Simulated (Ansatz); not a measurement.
The same path of GaH3O (5 atoms, charge 0, multiplicity 1) was run 3 times with different band settings. Lost on the way: Ga1–O2, Ga1–H4. Made: O2–H4.

Method: RKS B3LYP-D4/def2-SVP in Ansatz.

Relaxed end points:

```xyz
5
Properties=species:S:1:pos:R:3
Ga 0.481 -0.002 0.017
O 0.784 -0.156 1.779
H -0.008 -0.238 2.326
H 1.796 0.128 -0.813
H -1.008 -0.015 -0.481
```

```xyz
5
Properties=species:S:1:pos:R:3
Ga -0.118 0.259 -1.018
O 1.057 0.118 1.026
H 0.546 -0.362 1.693
H 1.971 -0.192 1.091
H -1.411 -0.104 0.036
```

Common settings: movable images 5; climbing image yes; optimiser quadratic models (default); start path through a guess of the saddle point; iteration limit 60; end points relaxed.

| run | spring | force threshold |
| --- | --- | --- |
| 1 | 5.0 eV/Å² | 0.05 eV/Å |
| 2 | 20.0 eV/Å² | 0.05 eV/Å |
| 3 | 5.0 eV/Å² | 0.5 eV/Å |

Problem. What does each run give, and how far can it be trusted?

Solution. Run 1: converged after 13 iterations, highest image 2.524 eV above the first end. Neighbouring images differ by up to 1.2 eV, so the band resolves the path poorly. A vibrational analysis at the climbing image gives one clearly imaginary mode, 1397i cm⁻¹: a first-order saddle point.
Run 2: converged after 13 iterations, highest image 2.524 eV above the first end. Neighbouring images differ by up to 1.2 eV, so the band resolves the path poorly. Another band between the same ends (5 images) ends at a top of the same energy, where a vibrational analysis finds 1 clearly imaginary mode.
Run 3: converged after 6 iterations, highest image 2.540 eV above the first end. The threshold of 0.5 eV/Å is loose, so the images may lie well off the minimum-energy path. Neighbouring images differ by up to 1.3 eV, so the band resolves the path poorly. The order of the stationary point at the top wasn't checked.
The orbitals stay closed-shell, which can raise the energy where a bond breaks towards radicals; this wasn't checked here.
